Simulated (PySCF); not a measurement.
## Correlation energy of Pt²⁺ (platinum, charge +2)

[Xe] 4f14 5d7 6p1, one real determinant (an excited configuration). All numbers are calculated (PySCF 2.14, the spin-free X2C one-electron Hamiltonian (Gaussian nucleus), in ANO-RCC-VTZP (8s7p5d3f1g, 84 functions)). Frozen: [Xe] 4f14; 8 electrons correlated.

MP2 pair energies summed by pair of shells (mhartree):

```json
{"pair": "5d-5d", "energy": "-131.83", "share (%)": "83.8"}
{"pair": "5d-6p", "energy": "-25.41", "share (%)": "16.2"}
```

Total MP2 correlation energy: -157.25 mhartree.

Same-spin part -69.53 and opposite-spin part -87.72 mhartree; SCS-MP2 scales them by 1/3 and 6/5 to -128.44 mhartree.

The reference is one real determinant that mixes LS terms of this configuration.
